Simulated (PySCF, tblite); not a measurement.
Compound: 1,1,1-trifluorobutane, C4H7F3.
Atom-mapped SMILES: `[CH3:1][CH2:2][CH2:3][C:4]([F:5])([F:6])[F:7]` (hydrogens: H8, H9, H10 on C1; H11, H12 on C2; H13, H14 on C3)

Computed with GFN2-xTB (tblite), gas phase: nudged elastic band of 9 images (0 to 8), spring 0.2 eV/Å², climbing image at the end, force threshold 0.05 eV/Å. No saddle search or frequency run followed, so the top image need not be a first-order saddle, and its height can exceed the method's true barrier by a kcal/mol or more.

Path: rotation about C3–C4 (chain CH2 carbon, CF3 carbon), followed by the dihedral C2–C3–C4–F5.

Image 0 (start, dihedral 180°):
```
atom  x, y, z in Å
C1      1.961   -0.015   -0.043
C2      0.537   -0.553   -0.002
C3     -0.474    0.559   -0.285
C4     -1.894    0.038   -0.249
F5     -2.793    1.006   -0.495
F6     -2.116   -0.923   -1.160
F7     -2.221   -0.486    0.942
H8      2.097    0.764    0.704
H9      2.671   -0.812    0.159
H10     2.183    0.404   -1.021
H11     0.333   -0.982    0.981
H12     0.420   -1.343   -0.746
H13    -0.397    1.351    0.462
H14    -0.307    0.990   -1.274
```

Image 8 (end, 0.000 eV, dihedral -60°):
```
atom  x, y, z in Å
C1      1.964   -0.010   -0.140
C2      0.545   -0.532   -0.322
C3     -0.483    0.541    0.040
C4     -1.896    0.032   -0.144
F5     -2.150   -0.341   -1.407
F6     -2.165   -1.033    0.627
F7     -2.813    0.965    0.166
H8      2.133    0.287    0.892
H9      2.684   -0.781   -0.399
H10     2.138    0.852   -0.780
H11     0.389   -1.407    0.313
H12     0.394   -0.839   -1.358
H13    -0.374    0.845    1.082
H14    -0.366    1.420   -0.597
```

Task: What do the inner images look like?

Result: 
Image 1: +0.014 eV, dihedral -166°
```
atom  x, y, z in Å
C1      1.962   -0.014   -0.046
C2      0.540   -0.562   -0.046
C3     -0.475    0.562   -0.255
C4     -1.897    0.042   -0.231
F5     -2.771    0.942   -0.715
F6     -2.060   -1.069   -0.964
F7     -2.311   -0.262    1.010
H8      2.096    0.705    0.759
H9      2.676   -0.821    0.090
H10     2.177    0.481   -0.990
H11     0.336   -1.068    0.899
H12     0.430   -1.294   -0.849
H13    -0.391    1.315    0.531
H14    -0.313    1.044   -1.222
```

Image 2: +0.048 eV, dihedral -151°
```
atom  x, y, z in Å
C1      1.965   -0.015   -0.058
C2      0.545   -0.566   -0.085
C3     -0.477    0.565   -0.214
C4     -1.902    0.043   -0.218
F5     -2.729    0.834   -0.924
F6     -2.016   -1.182   -0.751
F7     -2.421   -0.040    1.018
H8      2.103    0.648    0.792
H9      2.681   -0.828    0.018
H10     2.172    0.542   -0.968
H11     0.347   -1.136    0.825
H12     0.433   -1.242   -0.934
H13    -0.387    1.266    0.619
H14    -0.316    1.110   -1.147
```

Image 3: +0.080 eV, dihedral -136°
```
atom  x, y, z in Å
C1      1.967   -0.016   -0.071
C2      0.548   -0.567   -0.125
C3     -0.478    0.567   -0.172
C4     -1.907    0.043   -0.205
F5     -2.664    0.692   -1.106
F6     -1.991   -1.258   -0.520
F7     -2.530    0.177    0.978
H8      2.109    0.592    0.820
H9      2.684   -0.831   -0.051
H10     2.168    0.599   -0.945
H11     0.359   -1.196    0.746
H12     0.432   -1.187   -1.015
H13    -0.379    1.211    0.704
H14    -0.321    1.173   -1.066
```

Image 4 (top): +0.094 eV, dihedral -121°
```
atom  x, y, z in Å
C1      1.968   -0.016   -0.085
C2      0.550   -0.565   -0.165
C3     -0.479    0.566   -0.128
C4     -1.909    0.042   -0.193
F5     -2.578    0.520   -1.256
F6     -1.985   -1.294   -0.277
F7     -2.628    0.383    0.889
H8      2.114    0.534    0.843
H9      2.686   -0.830   -0.119
H10     2.165    0.654   -0.919
H11     0.371   -1.250    0.665
H12     0.426   -1.127   -1.093
H13    -0.372    1.149    0.789
H14    -0.329    1.233   -0.979
```

Image 5: +0.083 eV, dihedral -105°
```
atom  x, y, z in Å
C1      1.968   -0.015   -0.099
C2      0.550   -0.560   -0.206
C3     -0.480    0.563   -0.084
C4     -1.907    0.040   -0.180
F5     -2.475    0.325   -1.364
F6     -2.000   -1.290   -0.034
F7     -2.709    0.569    0.760
H8      2.117    0.474    0.861
H9      2.687   -0.825   -0.187
H10     2.160    0.706   -0.889
H11     0.379   -1.297    0.582
H12     0.417   -1.062   -1.166
H13    -0.368    1.083    0.869
H14    -0.340    1.288   -0.889
```

Image 6: +0.052 eV, dihedral -91°
```
atom  x, y, z in Å
C1      1.966   -0.015   -0.112
C2      0.548   -0.553   -0.246
C3     -0.481    0.560   -0.043
C4     -1.902    0.037   -0.166
F5     -2.363    0.114   -1.426
F6     -2.031   -1.246    0.203
F7     -2.767    0.729    0.595
H8      2.119    0.412    0.877
H9      2.685   -0.816   -0.256
H10     2.153    0.755   -0.855
H11     0.383   -1.339    0.494
H12     0.407   -0.991   -1.235
H13    -0.366    1.015    0.943
H14    -0.353    1.337   -0.800
```

Image 7: +0.017 eV, dihedral -76°
```
atom  x, y, z in Å
C1      1.964   -0.015   -0.124
C2      0.545   -0.543   -0.285
C3     -0.482    0.554   -0.003
C4     -1.897    0.034   -0.152
F5     -2.250   -0.108   -1.440
F6     -2.081   -1.162    0.427
F7     -2.803    0.858    0.400
H8      2.123    0.347    0.890
H9      2.683   -0.802   -0.325
H10     2.145    0.804   -0.815
H11     0.382   -1.376    0.402
H12     0.399   -0.913   -1.301
H13    -0.366    0.944    1.010
H14    -0.363    1.379   -0.710
```

The largest changes of bonds and angles from start to top: C3–C4 1.513 → 1.524 Å, C3–C4–F6 112.7 → 113.5°, C2–C3–H14 110.7 → 109.9°, C2–C3–C4 111.4 → 112.1°. GFN2-xTB torsional profiles can miss by a kcal/mol or more and can put conformers in the wrong order.

Task: What do single points at PBE0/pcSseg-1 (PySCF, no dispersion term) give on some images?

Result: 
```tsv
image	GFN2-xTB E (eV)	DFT E (eV)	HOMO (eV)	LUMO (eV)	dipole (D)
0	0.000	0.000	-9.91	1.34	2.51
2	0.048	0.077	-9.88	1.30	2.51
4	0.094	0.159	-9.85	1.25	2.52
6	0.052	0.086	-9.88	1.30	2.51
8	0.000	0.000	-9.90	1.34	2.50
```

Energies count from image 0 at each level. At the GFN2-xTB top the DFT energy is 3.7 kcal/mol against 2.2; the geometries weren't optimised at the DFT level.

What follows is the cost of the whole band run. The run took 1.2 s wall on Arm Neoverse V2, one thread (shared host), and the process peaked at 0.18 GiB of memory.
